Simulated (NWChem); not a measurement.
# C₂H₃FN₂Si; SMILES C1=N[SiH](F)N=C1

```xyz
9

F     -0.5502    -1.9688     0.0000
Si     0.4258    -0.6964     0.0000
N      0.0677     0.4095     1.3528
C     -0.2351     1.5053     0.7681
C     -0.2351     1.5053    -0.7681
N      0.0677     0.4095    -1.3528
H      1.8264    -1.1625     0.0000
H     -0.4817     2.4177     1.3224
H     -0.4817     2.4177    -1.3224
```
Atoms are numbered in this order, from 1.

Program: NWChem. Pople sets run with spherical d functions. Geometry: optimised at B3LYP/6-31G* (spherical d). Level MN15/6-31G*: energy and gradient on several grids; changes count from the extra-fine grid, which is no exact limit either.

```tsv
grid	size of the energy change (μHa)	largest change of a gradient component (μHa/bohr)
xcoarse	40000	2000
coarse	700	700
medium	20	200
fine	< 10	< 30
xfine	< 10	< 30
```
